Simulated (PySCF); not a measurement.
Species: CH₁₁FSi₄.
Structure used (GFN2-xTB), in Å, numbered top down from 1:
```
atom  x, y, z in Å
C1    -2.4252   -1.0584    0.2217
Si2   -0.7767   -1.4616   -0.6269
F3    -0.0899   -2.6069    0.3037
Si4    0.7206    0.3173   -0.6287
Si5    2.7589   -0.2014    0.3823
Si6   -0.2229    2.2805    0.2029
H7    -3.0251   -1.9523    0.3696
H8    -2.2640   -0.6103    1.1991
H9    -3.0133   -0.3588   -0.3644
H10   -1.0466   -2.2260   -1.8452
H11    0.9938    0.5721   -2.0668
H12    3.6061   -1.0823   -0.4243
H13    2.5592   -0.8613    1.6736
H14    3.5524    1.0041    0.6495
H15   -0.5026    2.1777    1.6390
H16    0.6615    3.4359    0.0368
H17   -1.4931    2.6438   -0.4329
```

Theory: PySCF, TDDFT CAM-B3LYP/def2-SVPD, vertical, gas phase, core orbitals frozen in the response.

Transition dipole moments from the ground state, in atomic units and in the frame of the coordinates above (overall signs are arbitrary), for the states with f of 0.002 or more among the lowest 7:

| state | E (eV) | μx | μy | μz |
| --- | --- | --- | --- | --- |
| S1 | 6.178 | -0.539 | -0.306 | -0.186 |
| S2 | 6.550 | 0.257 | 0.118 | 0.192 |
| S3 | 6.597 | -0.581 | 0.354 | -0.015 |
| S4 | 6.961 | 0.004 | 0.465 | 0.222 |
| S5 | 7.121 | -0.494 | 0.021 | -0.049 |
| S6 | 7.302 | 0.531 | -0.707 | 0.005 |
| S7 | 7.373 | -0.776 | -0.682 | -0.406 |

(1) Work out the oscillator strengths.

(2) Which bond between heavy atoms lies closest to the direction of the S7 transition dipole?

(3) What angle do the transition dipoles of S3 and S6 make?

(4) How is the summed strength of these states shared among x, y and z?

(5) What peak molar absorption coefficient would the strongest computed level give as a lone Gaussian band 0.4 eV wide at half height?

Results:

(1) f = (2/3) ΔE |μ|² with ΔE in hartree (27.2114 eV).

```tsv
state	|μ|² (au)	|μ| (D)	f
S1	0.419	1.65	0.063
S2	0.117	0.87	0.019
S3	0.463	1.73	0.075
S4	0.265	1.31	0.045
S5	0.247	1.26	0.043
S6	0.782	2.25	0.140
S7	1.232	2.82	0.223
```

(2) Si2–Si4, at 23° from it; next Si4–Si5 at 51°.

(3) |cos θ| = |μa·μb| / (|μa| |μb|) = 0.93, so θ ≈ 22° (taken between 0 and 90°, since the signs are arbitrary).

(4) (2/3) Σ ΔE μα² gives 0.311 for x, 0.247 for y and 0.050 for z, 0.608 in all.

(5) ε(max) = 2.175×10⁸ f / FWHM, with the width in cm⁻¹. S7: 2.175×10⁸ × 0.2226 / 3226 ≈ 15000 L mol⁻¹ cm⁻¹.

One conformer stands for the species.
